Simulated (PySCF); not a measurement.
Species: SiBrH3.
Cartesian coordinates in Å at the PBE0-D3(BJ)/def2-SVP level; atoms count from 1:
```
atom  x, y, z in Å
Si1   -0.0013    0.0020   -0.1591
Br2    0.0163   -0.0246    2.0669
H3     1.4054    0.0125   -0.6467
H4    -0.7144    1.2265   -0.6163
H5    -0.7060   -1.2165   -0.6448
```

Computed, not measured: PySCF, TDDFT wB97X-D/def2-SVPD, vertical, gas phase, core orbitals frozen in the response. Relativistic effects, spin–orbit coupling among them, are left out although an element past zinc is present.

Computed states:

```csv
state,E (eV),f
S1,6.75,0.020
S2,6.75,0.020
S3,8.04,0.0032
S4,8.04,0.0032
S5,8.24,0.0000
S6,8.44,0.0031
S7,8.44,0.0032
S8,8.55,0.0054
S9,8.78,0.0075
S10,8.78,0.0075
```

Broadening: Gaussians 0.25 eV wide at half height, area fixed by f = 4.319×10⁻⁹ ∫ε dν̃. The width is an assumption, not a result. The curve ends short of the highest state used, and states not computed would add to its high-energy end.

Question: What does the envelope look like, and where are its maxima?

Answer: 
(E (eV), ε (L mol⁻¹ cm⁻¹)): (6.38, 9), (6.43, 42), (6.48, 156), (6.53, 467), (6.58, 1124), (6.64, 2403), (6.69, 3548), (6.74, 4196), (6.79, 3975), (6.84, 3016), (6.89, 1834), (6.94, 893), (7.00, 281), (7.05, 84), (7.10, 20), (7.15, 4), (7.20, 1), (7.25, 0), (7.31, 0), (7.36, 0), (7.41, 0), (7.46, 0), (7.51, 0), (7.56, 0), (7.61, 0), (7.67, 2), (7.72, 8), (7.77, 28), (7.82, 82), (7.87, 195), (7.92, 370), (7.97, 563), (8.03, 696), (8.08, 652), (8.13, 496), (8.18, 329)

Maxima: 184 nm (6.75 eV), ε about 4200, made up of S1 (50%) and S2 (50%); 154 nm (8.04 eV), ε about 700, made up of S3 (50%) and S4 (50%) (ε in L mol⁻¹ cm⁻¹; maxima over ε = 5, shares over 10%).

Question: On this curve, what absorbance would a 10⁻⁵ mol/L sample give at 193 nm over a 1 cm path?

Answer: 193 nm is 6.424 eV, where ε is about 35 L mol⁻¹ cm⁻¹, so A = ε c l ≈ 0.00035 (Beer–Lambert, with the gas-phase spectrum and the assumed width).

Question: Coming from long wavelengths, where does ε first pass 100 L mol⁻¹ cm⁻¹?

Answer: At about 192 nm (6.46 eV), 0.29 eV below S1.

Question: What would ε be at 6.75 eV, the highest of these maxima, with half the width (0.125 eV)?

Answer: About 8440 L mol⁻¹ cm⁻¹ against 4230, a factor of about 2.00; a lone state at its own centre would give exactly 2.

Hardware: one thread of an x86-64 server, shared host. Cost: 4.5 s of wall time.
